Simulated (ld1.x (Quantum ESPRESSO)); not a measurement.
## Scattering properties, PAW potential for Os (Z = 76)

| Item | Value |
| --- | --- |
| Element | Os |
| Generator | ld1.x (Quantum ESPRESSO) 7.5 |
| Type | PAW |
| Functional | PBEsol |
| Relativity | scalar-relativistic |
| Frozen core | [Kr] 4d10 4f14 |
| Valence charge | 16 |
| Reference configuration | 5s2 5p6 5d6 6s1 6p0 (charge +1) |
| Partial waves | 5s (bound): rcut 1.45, rcutus 1.85 bohr; 6s (bound): rcut 1.45, rcutus 1.85 bohr; 5p (bound): rcut 1.90, rcutus 2.40 bohr; 6p (bound, empty): rcut 1.90, rcutus 2.40 bohr; 5d (bound): rcut 1.55, rcutus 1.65 bohr; 5d channel at 0.55 Ry: rcut 1.55, rcutus 1.65 bohr |
| Local potential | all-electron potential smoothed inside 1.85 bohr (lloc = -2) |
| Core correction | Bessel-smoothed model core, default radius (core density twice the valence density) |
| Augmentation charge | BESSEL, radius 1.50 bohr |

The phase is arctan(r·u′/u) with u = r·R(r), unwrapped; energies in Ry, scanned from -9 to 5 Ry. A pole is an energy at which the radial function vanishes at the test radius. The pseudo phase is shifted by a multiple of π to meet the all-electron one at the reference energy, and phase errors are pseudo minus all-electron; the curves can meet again beyond the range given. Levels narrower than the energy grid can be missing from the lists of poles.

Task: For each channel, where are the poles, and over which energies does the pseudopotential scatter like the atom?

Result:

```csv
channel,radius (bohr),reference energy (Ry),"poles, all-electron","poles, pseudo",unbroken range about the reference energy with phases within 0.05 rad,phase error 1 Ry above the reference energy (rad)
s,2.59,-0.97,"-7.30, 1.39","-7.30, 1.39",the whole range,-0.000
p,2.59,-0.52,"-4.27, 3.15","-4.26, 3.63",below 4.7,+0.020
d,2.59,-1.04,-0.56,-0.56,the whole range,+0.000
```

The ghost test of this file was not conclusive. Its overlap operator is not positive definite in a basis up to 400 Ry (lowest eigenvalue d -0.63), so the file is unfit for use: the generalised eigenproblem breaks down once the basis is large enough, and its test numbers describe a broken file.

Phases in the s channel:

```tsv
E (Ry)	all-electron	pseudo
-9.00	1.426	1.426
-8.52	1.420	1.420
-8.04	1.412	1.412
-7.56	1.393	1.393
-7.08	-1.721	-1.721
-6.60	-1.739	-1.739
-6.12	-1.751	-1.751
-5.64	-1.763	-1.763
-5.16	-1.776	-1.776
-4.68	-1.793	-1.793
-4.20	-1.814	-1.814
-3.72	-1.841	-1.841
-3.24	-1.878	-1.878
-2.76	-1.935	-1.935
-2.28	-2.029	-2.029
-1.80	-2.220	-2.220
-1.32	-2.721	-2.721
-0.84	-3.745	-3.745
-0.36	-4.302	-4.302
0.12	-4.511	-4.511
0.60	-4.616	-4.616
1.08	-4.681	-4.681
1.56	-4.728	-4.728
2.04	-4.767	-4.768
2.52	-4.804	-4.804
3.00	-4.842	-4.843
3.48	-4.887	-4.888
3.96	-4.946	-4.947
4.44	-5.034	-5.038
4.92	-5.196	-5.206
```
